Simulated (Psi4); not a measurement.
CH$_{3}$AlF (SMILES [CH3][Al][F]), doublet, at a GFN2-xTB geometry (such geometries of metal compounds can be far from the true shape) (the spin is typed, not shown lowest); CISD/3-21G (Psi4).

Input for Psi4:
```
memory 2 GB

molecule {
0 2
Al    0.44002451   -0.09977454    0.26333881
C    -0.05333652    1.40742987   -0.99749356
H    -0.86612180    2.02472343   -0.60563875
H    -0.37041732    1.04109293   -1.97751446
H     0.81040018    2.05814325   -1.15112478
F    -0.55268450   -1.36349663    0.69953719
}

set {
  basis 3-21g
  reference uhf
}

energy('cisd')
print_variables()
```

Problem. What does Psi4 print? Leave out banner, timings and long lists.

Solution. 
```
Traceback (most recent call last):
  File "psi4", line 375, in <module>
  File "<string>", line 27, in <module>
  File "site-packages/psi4/driver/driver.py", line 461, in energy
  File "site-packages/psi4/driver/task_planner.py", line 255, in task_planner
  File "site-packages/psi4/driver/driver_util.py", line 222, in negotiate_derivative_type
  File "site-packages/psi4/driver/driver_util.py", line 355, in highest_analytic_derivative_available

psi4.driver.p4util.exceptions.MissingMethodError: Method=cisd is not available for any derivative level under conditions CI_TYPE=CONV, REFERENCE=UHF, FREEZE_CORE=FALSE, QC_MODULE=(auto). See https://psicode.org/psi4manual/master/introduction.html#ss-cisd. Or did you mean? ccd ccsd cisdt cisdtq qcisd lccsd ci2 ci3 ci4 ci5 ci6 ci7 ci8 ci9 ci10 ci11 ci12 ci13 ci14 ci15 ci16 ci17 ci18 ci19 ci20 ci21 ci22 ci23 ci24 ci25 ci26 ci27 ci28 ci29 ci30 ci31 ci32 ci33 ci34 ci35 ci36 ci37 ci38 ci39 ci40 ci41 ci42 ci43 ci44 ci45 ci46 ci47 ci48 ci49 ci50 ci51 ci52 ci53 ci54 ci55 ci56 ci57 ci58 ci59 ci60 ci61 ci62 ci63 ci64 ci65 ci66 ci67 ci68 ci69 ci70 ci71 ci72 ci73 ci74 ci75 ci76 ci77 ci78 ci79 ci80 ci81 ci82 ci83 ci84 ci85 ci86 ci87 ci88 ci89 ci90 ci91 ci92 ci93 ci94 ci95 ci96 ci97 ci98

Printing out the relevant lines from the Psithon --> Python processed input file:
    F    -0.55268450   -1.36349663    0.69953719
    """)
    core.IO.set_default_namespace("")
    core.set_global_option("BASIS", "3-21g")
    core.set_global_option("REFERENCE", "uhf")
--> energy('cisd')
    print_variables()

!----------------------------------------------------------------------------------!
!                                                                                  !
!  Method=cisd is not available for any derivative level under conditions          !
!     CI_TYPE=CONV, REFERENCE=UHF, FREEZE_CORE=FALSE, QC_MODULE=(auto). See        !
!     https://psicode.org/psi4manual/master/introduction.html#ss-cisd. Or did you  !
!     mean? ccd ccsd cisdt cisdtq qcisd lccsd ci2 ci3 ci4 ci5 ci6 ci7 ci8 ci9 ci10 !
!     ci11 ci12 ci13 ci14 ci15 ci16 ci17 ci18 ci19 ci20 ci21 ci22 ci23 ci24 ci25   !
!     ci26 ci27 ci28 ci29 ci30 ci31 ci32 ci33 ci34 ci35 ci36 ci37 ci38 ci39 ci40   !
!     ci41 ci42 ci43 ci44 ci45 ci46 ci47 ci48 ci49 ci50 ci51 ci52 ci53 ci54 ci55   !
!     ci56 ci57 ci58 ci59 ci60 ci61 ci62 ci63 ci64 ci65 ci66 ci67 ci68 ci69 ci70   !
!     ci71 ci72 ci73 ci74 ci75 ci76 ci77 ci78 ci79 ci80 ci81 ci82 ci83 ci84 ci85   !
!     ci86 ci87 ci88 ci89 ci90 ci91 ci92 ci93 ci94 ci95 ci96 ci97 ci98             !
!                                                                                  !
!----------------------------------------------------------------------------------!
```

The input was rejected before any calculation.
